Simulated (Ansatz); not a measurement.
Cost and result for the atomization energy of `C#[C][Ge]([F])([F])[F]` (7 atoms, 6 bonds).

Cartesian coordinates in Å:
```
C 1.1635 0.2650 1.6591
C 0.4793 0.1090 0.6835
Ge -0.5795 -0.1320 -0.8263
F -0.6802 -1.7689 -1.2849
F 0.0224 0.7171 -2.1741
F -2.1765 0.4065 -0.5826
H 1.7710 0.4034 2.5253
```

The species carries charge 0 and has multiplicity 1. Correlated methods include outer-core shells of Ge, which these sets cover unevenly. Scalar relativity is left out up to krypton. Geometry: relaxed with PBE0-D4/def2-TZVP. Program: Ansatz. All runs use 4 threads of an Arm Neoverse V1 on a shared host. Times are those of one run each, without the atoms' runs, and a repeat can differ threefold. Electronic energies, without spin–orbit coupling; frozen cores. CCSD(T)/CBS adds CCSD(T) − MP2 in def2-TZVPP to the MP2 limit, and its time is that of the two runs behind it. T1 = 0.013. With those shells the extrapolation isn't a true limit. B3LYP takes the VWN-RPA correlation (the form of Gaussian; ORCA's B3LYP/G).

CCSD(T)/CBS is a level of theory with its own doubt, some kJ/mol a heavy atom from the limit and from the frozen cores, so smaller differences don't rank the functionals.

```json
{"level": "LDA (SPW92)/def2-TZVPP", "functions": "217", "wall time": "1 s"}
{"level": "revPBE-D4/def2-TZVPP", "functions": "217", "wall time": "1.7 s"}
{"level": "CAM-B3LYP-D4/def2-TZVPP", "functions": "217", "wall time": "3.3 s"}
{"level": "B3LYP-D4/def2-TZVPP (with forces)", "functions": "217", "wall time": "4.1 s"}
{"level": "r2SCAN-D4/def2-TZVPP (with forces)", "functions": "217", "wall time": "4.6 s"}
{"level": "r2SCANh-D4/def2-TZVPP", "functions": "217", "wall time": "4.7 s"}
{"level": "PBE-QIDH/def2-TZVPP", "functions": "217", "wall time": "5.5 s"}
{"level": "ωB97X-V/def2-TZVPP", "functions": "217", "wall time": "6.5 s"}
{"level": "B97M-V/def2-TZVPP", "functions": "217", "wall time": "8.5 s"}
{"level": "CCSD(T)/def2-SVP", "functions": "107", "wall time": "9.5 s"}
{"level": "MP2/def2-QZVPP", "functions": "404", "wall time": "19 s"}
{"level": "CCSD(T)/def2-TZVPP", "functions": "217", "wall time": "3.3 min"}
{"level": "CCSD(T)/CBS(def2)", "functions": "–", "wall time": "3.7 min"}
```

(1) What atomization energy does each give, and how far from CCSD(T)/CBS? (An estimate is asked.)

Results:

(1) The calculation gave: 
```csv
level,atomization (kJ/mol),difference from CCSD(T)/CBS,per bond
LDA (SPW92)/def2-TZVPP,3507.9,508.4,84.7
revPBE-D4/def2-TZVPP,2967.5,-32.0,-5.3
CAM-B3LYP-D4/def2-TZVPP,2982.6,-16.9,-2.8
B3LYP-D4/def2-TZVPP (with forces),2948.3,-51.2,-8.5
r2SCAN-D4/def2-TZVPP (with forces),2997.1,-2.4,-0.4
r2SCANh-D4/def2-TZVPP,2955.6,-43.9,-7.3
PBE-QIDH/def2-TZVPP,2972.6,-26.9,-4.5
ωB97X-V/def2-TZVPP,2986.8,-12.7,-2.1
B97M-V/def2-TZVPP,2994.3,-5.2,-0.9
CCSD(T)/def2-SVP,2810.8,-188.7,-31.4
MP2/def2-QZVPP,3124.8,125.3,20.9
CCSD(T)/def2-TZVPP,2926.6,-72.9,-12.1
CCSD(T)/CBS(def2),2999.5,0.0,0.0
```

From r2SCAN to r2SCAN0 (25 % exact exchange), in def2-TZVPP and without D4, the atomization energy moves by −101.5 kJ/mol: exact exchange takes away binding that semilocal exchange gives to molecules. The D4 term adds +23.6 kJ/mol with B3LYP and +12.3 kJ/mol with PBE0; it sums over pairs of atoms, weighted by their polarisabilities, and B3LYP, whose exchange is more repulsive, gets the larger term. At CCSD(T), def2-SVP lies −188.7 kJ/mol from the extrapolated value and def2-TZVPP −72.9 kJ/mol: correlation converges slowly with the basis, and small sets miss more of it in the bonded molecule than in its fragments.
